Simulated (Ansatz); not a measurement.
Geometry optimisation, RKS B3LYP/def2-SVP (Ansatz 0.2.0).

Input file:

```yaml
crystal:
  periodic: [false, false, false]
  atoms:
    - { symbol: B, position_ang: [-0.77665, 0.91352, -1.34133] }
    - { symbol: Ga, position_ang: [-0.28848, 0.27369, 0.58598] }
    - { symbol: "N", position_ang: [0.9142, -1.07854, 0.80628] }
    - { symbol: H, position_ang: [-1.08114, 0.12455, -2.15236] }
    - { symbol: H, position_ang: [-0.69023, 2.02985, -1.68307] }
    - { symbol: H, position_ang: [-0.72024, 0.76373, 2.0312] }
    - { symbol: H, position_ang: [1.28635, -1.41424, 1.68763] }
    - { symbol: H, position_ang: [1.35618, -1.61257, 0.06566] }
basis:
  gaussian: { orbitals: def2-SVP }
hamiltonian:
  xc: b3lyp
relax:
  f_tol: 0.015
  max_steps: 40
```

Command:

```bash
$ ansatz run input.yaml --threads 1 --pin off --max-ram 2048MiB --backend cpu --events-out ev --progress --plain --runs-dir out
```

Where does it end, and by what steps?

The run converged. After 11 steps the energy has fallen by 0.091 eV; H4 moved furthest, 0.63 Å.

```
step  energy less start (eV)  largest force component (eV/Å)  accepted
   0                  0.0000                           0.891       yes
   1                 -0.0460                           0.395       yes
   2                 -0.0636                           0.185       yes
   3                 -0.0670                           0.113       yes
   4                 -0.0770                           0.209       yes
   5                 -0.0792                           0.353       yes
   6                 -0.0902                           0.053       yes
   7                 -0.0854                           0.089        no
   8                 -0.0907                           0.091       yes
   9                 -0.0911                           0.043       yes
  10                 -0.0897                           0.084        no
  11                 -0.0914                           0.004       yes
```

```xyz
8
Properties=species:S:1:pos:R:3
B -0.778 0.889 -1.334
Ga -0.283 0.189 0.568
N 1.030 -1.056 0.827
H -1.639 0.370 -2.006
H -0.251 1.864 -1.818
H -0.958 0.637 1.922
H 1.287 -1.412 1.742
H 1.592 -1.481 0.098
```

Whether the end is a true minimum wasn't checked by a vibrational analysis.

Run time: 90 s on 1 thread of Intel(R) Xeon(R) Processor @ 2.50GHz (Skylake/Cascade Lake), with other jobs on the host, peak memory 0.18 GiB.
